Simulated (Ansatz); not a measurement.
Molecule: sum formula ZrH3F, net charge 0, singlet state. 
Structure (B3LYP-D3(BJ)/def2-TZVP (Ansatz, a first-principles code) minimum search):
```
Zr
F 1 1.8883
H 1 1.8511 2 108.67
H 1 1.8511 3 110.26 2 -119.00
H 1 1.8511 3 110.26 4 -122.00
```
Charge 0, spin multiplicity 1.

Total electronic energies in hartree. Correlated levels leave the core frozen unless marked. Spin-orbit coupling is left out. Frozen are the shells of the preceding noble gas and the d and f shells that filled before the atom's block. Past Kr the def2 sets carry scalar-relativistic core potentials. CBS marks a two-point X^-3 extrapolation of the correlation energy; Hartree-Fock from the larger set.

| level | program | energy (Eh) |
|---|---|---|
| HF/def2-SVP | Ansatz | -147.65163 |
| PBE/def2-TZVPD | Ansatz | -148.67109 |
| BLYP-D4/def2-TZVPD | Ansatz + dftd4 | -148.73277 |
| revPBE-D4/def2-TZVPD | Ansatz + dftd4 | -148.77856 |
| PBE0/def2-TZVP | Ansatz | … |
| HSE06-D4/def2-TZVPD | Ansatz + dftd4 | -148.64168 |
| CAM-B3LYP-D3(BJ)/def2-TZVPD | Ansatz + dftd3 | … |
| LC-wPBE-D3(BJ)/def2-TZVPD | Ansatz + dftd3 | -148.72585 |
| MP2/def2-QZVPPD | Ansatz | -148.22206 |
| MP2/CBS(def2-TZVPP,def2-QZVPP) | Ansatz | -148.2439 |
| RI-MP2/CBS(def2-TZVPPD,def2-QZVPPD) | Ansatz | -148.2431 |
| CCSD/def2-SVP | Ansatz | -147.96987 |
| CCSD/def2-QZVPP | Ansatz | -148.23511 |
| CCSD(T)/CBS(def2-TZVPP,def2-QZVPP) | Ansatz | -148.2705 |
| CCSD(T)/CBS(def2-TZVPPD,def2-QZVPPD) | Ansatz | -148.2697 |

Task: Some entries are withheld; supply them.

Result: 
- PBE0/def2-TZVP, energy (Eh): -148.64437
- CAM-B3LYP-D3(BJ)/def2-TZVPD, energy (Eh): -148.70156
